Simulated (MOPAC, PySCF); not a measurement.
[Cd(Br)2], neutral singlet in the gas phase. 

Cartesian coordinates (Å):
```xyz
3

Cd     0.0000     0.0000     0.0000
Br    -2.3620    -0.2866    -0.3470
Br     2.3620     0.2866     0.3470
```
Charge 0, multiplicity 1.

All levels are single points at this geometry (r2SCAN-D4/def2-SVP); Pople sets use spherical d functions. Orbital energies aren't observables, and empty levels follow the basis.

```
level                                  HOMO (eV)  LUMO (eV)  gap (eV)  dipole (D)  vertical IE, Delta-SCF (eV)
-------------------------------------  ---------  ---------  --------  ----------  ---------------------------
PBE-D3(BJ)/def2-TZVP in PySCF              -7.15      -3.16      3.99        0.00                            –
TPSSh-D3(BJ)/def2-TZVP in PySCF            -7.73      -2.68      5.05        0.00                            –
B3LYP/6-31G* (LANL2DZ on Cd) in PySCF      -8.09      -2.63      5.46        0.00                        10.30
B3LYP/LANL2DZ in PySCF                     -8.09      -2.69      5.41        0.00                            –
PBE/6-31G* (LANL2DZ on Cd) in PySCF        -7.12      -3.11      4.00        0.00                            –
PM6 in MOPAC                              -10.48      -1.05      9.43        0.00                            –
```
